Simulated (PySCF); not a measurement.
## How methods differ on the excitation energy of Kr⁺

Kr⁺ [Ar] 3d10 4s2 4p5 (2P) → Kr⁺ [Ar] 3d10 4s2 4p4 4d1 (high-spin determinant), as a difference of total energies. Calculation: PySCF 2.14, in aug-cc-pVTZ-PP with ECP10MDF (6s5p4d2f, 55 functions); a scalar-relativistic core potential. Correlated levels: valence: 3s2 3p6 3d10 frozen. The calculations carry no spin-orbit coupling.

```csv
method,excitation energy (eV)
UHF,14.398
MP2 (valence),15.028
SCS-MP2 (valence),15.123
CCSD (valence),14.934
CCSD(T) (valence),14.906
```

How much does correlation contribute at CCSD(T) (valence)?

14.906 − (14.398) = 0.508 eV, measured against UHF.

The promoted electron is Rydberg-like, and one or two diffuse shells describe it only roughly, which tends to raise the upper state.

The determinant of the upper state mixes LS terms, which raises its energy above the lowest term, most at the Hartree-Fock and MP2 levels.
